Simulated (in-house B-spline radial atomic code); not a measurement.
## Ionising Kr⁵⁺ with different functionals

Computed with a B-spline radial code for spherical atoms: four-component Dirac-Coulomb Hamiltonian, Fermi nucleus of rms radius 4.1884 fm, spin-restricted, spherical fractional occupations for the functionals. The ionisation energy is the difference of two self-consistent energies, [Ar] 3d10 4s2 4p1 → [Ar] 3d10 4s2, without Breit or QED terms; ε is the level of the shell that loses the electron (mean over j). The electron is taken from both j subshells in proportion to 2j + 1, so the result is a j average, not the step between ground levels.

Hybrids are left out here: with spherical fractional occupations of an open shell their exact exchange keeps a self-interaction that integer-occupation calculations don't have.

```csv
method,rung,ΔSCF (eV),-ε(4p) (eV)
LDA VWN5,LDA,?,?
relativistic LDA,LDA,77.74,70.59
LDA PW92,LDA,77.77,70.61
LDA exchange-only,LDA,76.22,69.06
PBE,GGA,77.29,70.19
PBEsol,GGA,77.32,70.24
BLYP,GGA,77.42,70.24
RPBE,GGA,77.09,70.04
PW91,GGA,77.45,70.34
BP86,GGA,77.50,70.39
AM05,GGA,?,?
OLYP,GGA,76.99,70.00
```

(1) What does LDA VWN5 give?

(2) What does AM05 give?

(3) How do they compare with the NIST value?

Answers

(1) ΔSCF 77.77 eV, and -ε(4p) = 70.61 eV.

(2) ΔSCF 77.30 eV, and -ε(4p) = 70.22 eV.

(3) NIST lists 78.5 eV ± 0.2 (semi-empirical, ground level to ground level). Errors run from -2.27 to -0.72 eV; LDA VWN5 is closest (-0.72 eV), though others lie within the uncertainty of it, and part of that can be cancellation, since the calculations leave out Breit-QED terms, spin polarisation, the choice among j levels, multiplet and fine-structure energies.
